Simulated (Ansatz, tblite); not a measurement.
Isomers of Sr6S5 (singlet), found by a short tight-binding search and relaxed with PBE-D4/def2-SVP in Ansatz.

In the def2 sets Sr takes a core potential; there is no spin–orbit coupling. The xTB rows come from tblite.

B: The restricted singlet is unstable towards broken spin symmetry in Hartree–Fock (as tested in another run); at PBE-D4/def2-TZVP, r2SCAN-D4/def2-TZVP, PBE0-D4/def2-TZVP this wasn't settled.

Other spin states were run for one of them alone.

For B, a triplet lies 0.22 eV below this singlet at PBE0-D4/def2-TZVP. The order below holds within this spin alone and isn't that of the ground states.

A:

```xyz
11

Sr    1.255   -3.584    0.249
Sr    3.302   -3.194    3.709
Sr    1.830    0.542    3.254
Sr   -2.466    2.551   -2.978
Sr   -1.414   -2.379   -3.782
Sr   -0.538    4.490    1.311
S     1.019   -2.077    2.616
S    -1.864    4.315   -1.022
S     0.154   -3.873   -2.174
S    -2.368    0.113   -4.133
S     1.090    3.097    2.950
```

B:

```xyz
11

Sr   -2.081    2.757    2.055
Sr   -0.812    0.930   -1.405
Sr    1.990   -1.970   -1.621
Sr    2.936    1.359    0.035
Sr   -3.440   -2.059   -0.309
Sr   -0.037   -0.825    1.683
S     2.719   -1.261    0.980
S     0.424    2.055    1.065
S     1.856    0.693   -2.453
S    -0.734   -2.017   -0.961
S    -2.821    0.338    0.931
```

Task: Estimate their order by electronic energy at PBE0-D4/def2-TZVP, counted from the lowest.

Result: B (0.00) < A (4.88), in eV.

Task: Do the other levels pick the same lowest one?

Result: All that were run do. Energies above each level's lowest (eV):

```
              level     A     B
           GFN1-xTB  4.52  0.00
           GFN2-xTB  3.27  0.00
   PBE-D4/def2-TZVP  4.97  0.00
r2SCAN-D4/def2-TZVP  4.95  0.00
  PBE0-D4/def2-TZVP  4.88  0.00
```
Point groups (tolerance 0.1 Å): A not assigned, B not assigned. Lower isomers may exist.
